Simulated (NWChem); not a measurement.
System meant: CH5FOSi2; SMILES [SiH2](C(=O)[SiH3])F

NWChem input:

```
start job
memory heap 200 mb stack 900 mb global 1100 mb
geometry units angstroms noautosym nocenter noautoz
  O     -1.801338    -0.841526    -0.001541
  C     -0.650895    -0.450969     0.004660
  Si     0.854952    -1.687921    -0.001030
  Si    -0.398305     1.465902     0.019476
  F      1.206700     1.753530     0.017590
  H      1.685792    -1.418504     1.210876
  H      0.349258    -3.089260    -0.000377
  H      1.675771    -1.416468    -1.219357
  H     -1.000908     2.059201    -1.204312
  H     -0.994140     2.038949     1.256239
end
basis spherical
  * library def2-svp
end
dft
  xc m06-l
  iterations 150
end
property
  shielding
end
task dft property
```

End of the output:

```
 Vector   31  Occ=0.000000D+00  E= 1.427268D-02
              MO Center=  9.5D-01, -1.3D+00,  1.6D-03, r^2= 4.6D+00
   Bfn.  Coefficient  Atom+Function         Bfn.  Coefficient  Atom+Function
  ----- ------------  ---------------      ----- ------------  ---------------
    17      0.998588   2 C  s                39      0.987873   3 Si px
    40     -0.731433   3 Si py               21      0.388420   2 C  px
    90     -0.387412   8 H  s                80     -0.382800   6 H  s
    85     -0.337410   7 H  s                57     -0.297817   4 Si px
    50     -0.271130   4 Si s                58      0.269751   4 Si py

 center of mass
 --------------
 x =   0.01412522 y =   0.11183562 z =   0.01618585

 moments of inertia (a.u.)
 ------------------
         856.351375697811          -4.296555221953          -0.416535420454
          -4.296555221953         440.636364815955          -5.239047720558
          -0.416535420454          -5.239047720558        1253.868865490124

     Multipole analysis of the density
     ---------------------------------

     L   x y z        total         alpha         beta         nuclear
     -   - - -        -----         -----         ----         -------
     0   0 0 0     -0.000000    -28.000000    -28.000000     56.000000

     1   1 0 0      0.173605     -0.530247     -0.530247      1.234099
     1   0 1 0      0.105862     -1.278759     -1.278759      2.663380
     1   0 0 1      0.003942     -0.447080     -0.447080      0.898102

     2   2 0 0    -37.406131   -129.088468   -129.088468    220.770806
     2   1 1 0     -3.602529      7.800434      7.800434    -19.203397
     2   1 0 1     -0.030011     -0.065763     -0.065763      0.101515
     2   0 2 0    -33.240435   -242.472718   -242.472718    451.705001
     2   0 1 1     -0.004514     -1.415692     -1.415692      2.826870
     2   0 0 2    -32.380002    -26.885009    -26.885009     21.390016

          -----------------------------------------
          Chemical Shielding Tensors (GIAO, in ppm)
          -----------------------------------------

 ------------------------------------------------------------------------
  xm06: d2 not coded                    0
 ------------------------------------------------------------------------
 ------------------------------------------------------------------------
  current input line :
    25: task dft property
 ------------------------------------------------------------------------
 ------------------------------------------------------------------------
 This error has not yet been assigned to a category
 ------------------------------------------------------------------------
 For more information see the NWChem manual at https://nwchemgit.github.io

0: xm06: d2 not coded:Received an Error in Communication
```

**Question.** Find the fault in this run and fix the input.

**Answer.** The program stopped with an error. Cause: this functional's second derivatives, which shieldings need, aren't coded here; the fix takes a hybrid GGA instead. This input runs:
```
start job
memory heap 200 mb stack 900 mb global 1100 mb
geometry units angstroms noautosym nocenter noautoz
  O     -1.801338    -0.841526    -0.001541
  C     -0.650895    -0.450969     0.004660
  Si     0.854952    -1.687921    -0.001030
  Si    -0.398305     1.465902     0.019476
  F      1.206700     1.753530     0.017590
  H      1.685792    -1.418504     1.210876
  H      0.349258    -3.089260    -0.000377
  H      1.675771    -1.416468    -1.219357
  H     -1.000908     2.059201    -1.204312
  H     -0.994140     2.038949     1.256239
end
basis spherical
  * library def2-svp
end
dft
  xc pbe0
  iterations 150
end
property
  shielding
end
task dft property
```
It converges to -794.35812 Ha (PBE0/def2-SVP, GIAO).
